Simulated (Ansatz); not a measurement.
System: SF, charge 0, doublet. SF (SMILES F[S], doublet).
B3LYP-D3(BJ)/def2-TZVP minimum from Ansatz (an electronic-structure program):
```
S
F 1 1.6093
```
Charge 0, spin multiplicity 2.

Hartree-Fock and MP2 correlation energies in hartree (Ansatz). UHF or UKS for unpaired electrons; spin-orbit terms are left out. Correlated methods leave the cores frozen. No relativity.

| basis | X | E(HF) | E(corr, MP2) |
|---|---|---|---|
| cc-pV(T+d)Z | 3 | -496.96869 | -0.39492 |
| cc-pV(Q+d)Z | 4 | -496.98246 | -0.43234 |
| cc-pV(5+d)Z | 5 | -496.98576 | withheld |

Q: Fit E(corr) = E∞ + A/X³ to X = 3 and 4, predict X = 5, and compare with the run.

A: A = (-0.39492 - (-0.43234))/(1/27 - 1/64) = 1.7476; E∞ = -0.43234 - A/64 = -0.45965; at X = 5, E∞ + A/125 = -0.44567. The run gave -0.44849, 2.82 mEh below the prediction. The same form on X = 4 and 5 gives E∞ = -0.46543, 5.79 mEh below the first estimate.
